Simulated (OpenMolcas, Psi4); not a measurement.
## From OpenMolcas to Psi4

OpenMolcas 26.06 runs this on doublet GeO+:

geom.xyz:
```
2

O      0.000000     0.000000    -0.023040
Ge     0.000000     0.000000     1.599530
```

mol.input:
```
&GATEWAY
  BasLib=$CurrDir
  Coord=geom.xyz
  Basis=cc-pVTZ
  Group=NoSym

&SEWARD
  GridInput
  Grid=UltraFine
  End of Grid

&SCF
  UHF
  Charge=1
  Spin=2
  KSDFT=revPBE
  Thresholds=1e-10 1e-07 1e-07 1e-05
  PrOrbitals=1
```

```bash
$ export MOLCAS_MEM=1860
$ pymolcas mol.input > mol.log
```

(Basis files named in the input come from the Basis Set Exchange and aren't shown.)

Geometry: relaxed at PBE0-D4/def2-TZVP. That shape belongs to the parent species and isn't relaxed for this state.

It gives a total energy of -2151.722206 Eh.

Write the same calculation for Psi4 1.11 as an input file of the program's own.

This input was run:

geo.in:
```
memory 1.6 GB

molecule system {
  1 2
  O      0.000000     0.000000    -0.023040
  Ge     0.000000     0.000000     1.599530
  symmetry c1
}

set basis cc-pVTZ
set reference uks
set puream true
set e_convergence 1e-09
set d_convergence 1e-08
set scf_type pk
set dft_radial_points 99
set dft_spherical_points 590
set maxiter 100

energy_value, wavefunction = energy("revpbe", return_wfn=True)
```

```bash
$ psi4 -i geo.in -o geo.out -n 1
```

Its energy is -2151.722215 Eh, 0.009 mEh from the first.
